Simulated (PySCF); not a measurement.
A structure optimised at PBE-D3(BJ)/def2-SVPD, used in a PySCF frequency run:

```xyz
5

Au     0.0000     0.0000     0.0000
Cl     2.3566     0.0000     0.0000
Cl     0.0000     2.3566     0.0000
Cl    -2.3566     0.0000     0.0000
Cl     0.0000    -2.3566     0.0000
```
Charge -1, spin multiplicity 1.

Problem. Write its SMILES, formula and point group.

Solution. [Cl][Au-]([Cl])([Cl])[Cl], AuCl₄, D4h

Problem. What are its rotational constants (standard atomic weights)?

Solution. 1.2835, 1.2835, 0.64176 GHz
